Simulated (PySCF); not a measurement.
Isomers of C6H16O2Si, from PBE0-D3(BJ)/def2-SVP geometry optimisation, gas phase (PySCF). One conformer each, no zero-point energy, no frequencies.

Question: Which isomer lies lowest at this level?
A. `[CH3:1][O:2][SiH2:3][O:4][CH2:5][C:6]([CH3:7])([CH3:8])[CH3:9]` with C1–O2–Si3–O4 -68°, O2–Si3–O4–C5 -94°, Si3–O4–C5–C6 95°: A = 2245, B = 792.7, C = 712.1 MHz, dipole 0.62 D
B. `[CH3:1][CH2:2][O:3][Si:4]([CH3:5])([CH3:6])[O:7][CH2:8][CH3:9]` with C1–C2–O3–Si4 -179°, C2–O3–Si4–C5 71°, O3–Si4–O7–C8 53°, Si4–O7–C8–C9 -168°: A = 1561, B = 833.1, C = 675.8 MHz, dipole 1.50 D
C. `[CH3:1][CH:2]([CH3:3])[O:4][C:5]([CH3:6])([CH3:7])[O:8][SiH3:9]` with C1–C2–O4–C5 -108°, C2–O4–C5–C6 59°, O4–C5–O8–Si9 -72°: A = 1767, B = 1020, C = 778.4 MHz, dipole 0.63 D

Answer: B. That is `CCO[Si](C)(C)OCC`, 20.8 kcal/mol below the next.

```json
{"SMILES": "CCO[Si](C)(C)OCC", "mapped SMILES": "[CH3:1][CH2:2][O:3][Si:4]([CH3:5])([CH3:6])[O:7][CH2:8][CH3:9]", "E (Eh)": "-677.38079", "relative (kcal/mol)": "0.0", "relative (kJ/mol)": "0.0", "dipole (D)": "1.50"}
{"SMILES": "CO[SiH2]OCC(C)(C)C", "mapped SMILES": "[CH3:1][O:2][SiH2:3][O:4][CH2:5][C:6]([CH3:7])([CH3:8])[CH3:9]", "E (Eh)": "-677.34767", "relative (kcal/mol)": "20.8", "relative (kJ/mol)": "87.0", "dipole (D)": "0.62"}
{"SMILES": "CC(C)OC(C)(C)O[SiH3]", "mapped SMILES": "[CH3:1][CH:2]([CH3:3])[O:4][C:5]([CH3:6])([CH3:7])[O:8][SiH3:9]", "E (Eh)": "-677.31273", "relative (kcal/mol)": "42.7", "relative (kJ/mol)": "178.7", "dipole (D)": "0.63"}
```

As drawn, the lowest has an Si–C bond, which the highest lacks.
